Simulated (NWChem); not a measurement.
# BH$_{2}$O$_{2}$F; SMILES OB(O)F

```xyz
6

B     -0.0403    -0.0001     0.0000
F      1.3046     0.0025     0.0000
O     -0.7155    -1.1693     0.0000
H     -0.1274    -1.9299     0.0000
O     -0.7199     1.1665     0.0000
H     -0.1348     1.9294     0.0000
```
Atoms are numbered in this order, from 1.

Computed with NWChem. Structure relaxed at the PBE0/def2-SVP level. GIAO values for the isolated, static molecule; σ is the absolute isotropic shielding, δ = σ(reference) − σ with the isolated reference molecule computed at the same levels (11B: boron trifluoride, 19F: trichlorofluoromethane, 1H: tetramethylsilane, 17O: water).

Task: Predict the results for PBE/pcSseg-1. Quantities: δ B1 (ppm); δ F2 (ppm); δ O3 (ppm); δ H4 (ppm).

Result: δ B1 (ppm): 5.4
δ F2 (ppm): -142.5
δ O3 (ppm): 88.5
δ H4 (ppm): 2.86
